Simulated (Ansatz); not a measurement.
A nudged elastic band was laid between two geometries of Cl3Ge2H3 + ClH (10 atoms, charge 0, multiplicity 1).

Level of theory: Ansatz, RKS PBE/def2-SVP.

```
movable images  : 7
climbing image  : yes
spring          : 5.0 eV/Å²
optimiser       : quadratic models (default)
start path      : through a guess of the saddle point
force threshold : 0.03 eV/Å
iteration limit : 60
end points      : relaxed
```

Image 0:

```xyz
10
Properties=species:S:1:pos:R:3
Ge -0.159 -0.200 0.202
Ge -0.045 -0.333 2.651
H -0.682 -1.705 2.984
H 1.435 -0.271 3.076
H -0.891 0.827 3.218
Cl 1.550 -1.116 -0.779
Cl -0.296 1.860 -0.588
Cl -1.948 -1.187 -0.548
Cl 2.005 2.726 2.011
H 1.204 2.673 0.973
```

Image 8:

```xyz
10
Properties=species:S:1:pos:R:3
Ge 0.967 0.319 -0.878
Ge -0.531 0.338 3.519
H -1.735 -0.603 3.779
H 0.740 -0.508 3.266
H -0.311 1.248 4.753
Cl 1.859 -0.065 -2.795
Cl -0.498 1.879 -1.068
Cl 0.018 -1.475 -0.164
Cl 2.492 0.926 0.510
H -0.828 1.215 2.279
```

(1) What changes between the two ends?

(2) What energy profile does the band end with?

(3) What is the geometry of the highest image?

The band took 34 iterations and about 40 core-minutes.

## Answers

(1) Bonds broken: Ge1–Ge2, Cl9–H10. Bonds formed: Ge1–Cl9, Ge2–H10. Cl3Ge2H3 + ClH becomes Cl4Ge + GeH4.

(2) The run converged. The highest image is number 4 of 0 to 8, 46.2 kcal/mol above the first end and 47.8 kcal/mol above the last; the last end lies 1.6 kcal/mol below the first. Neighbouring images differ by up to 1.7 eV, so the band resolves the path poorly. A vibrational analysis at the climbing image gives one clearly imaginary mode, 790i cm⁻¹: a first-order saddle point. The orbitals stay closed-shell, which can raise the energy where a bond breaks towards radicals; this wasn't checked here.

| image | path coordinate (Å) | energy (kcal/mol) | Ge1–Ge2 (Å) | Cl9–H10 (Å) | Ge1–Cl9 (Å) |
| --- | --- | --- | --- | --- | --- |
| 0 | 0.00 | 0.0 | 2.46 | 1.31 | 4.06 |
| 1 | 1.72 | 0.7 | 2.46 | 1.31 | 3.89 |
| 2 | 3.44 | 0.7 | 2.45 | 1.31 | 4.04 |
| 3 | 5.16 | 7.1 | 2.46 | 1.30 | 3.61 |
| 4 | 6.88 | 46.2 | 2.85 | 1.74 | 2.53 |
| 5 | 8.47 | 12.8 | 3.87 | 2.34 | 2.18 |
| 6 | 10.06 | -0.7 | 4.73 | 2.85 | 2.15 |
| 7 | 11.65 | -1.4 | 4.84 | 3.34 | 2.15 |
| 8 | 13.24 | -1.6 | 4.65 | 3.77 | 2.15 |

(3) 
```xyz
10
Properties=species:S:1:pos:R:3
Ge 0.247 0.441 0.046
Ge 0.036 -0.075 2.842
H -1.504 -0.130 2.857
H 0.729 -1.451 2.842
H 0.581 0.841 3.975
Cl 1.973 -0.127 -1.129
Cl -1.277 1.670 -0.870
Cl -0.819 -1.518 0.061
Cl 1.465 2.492 0.889
H 0.741 1.130 1.690
```

Run time: 10 min on 4 threads of Arm Neoverse V1, on a shared host, peak memory 0.29 GiB.
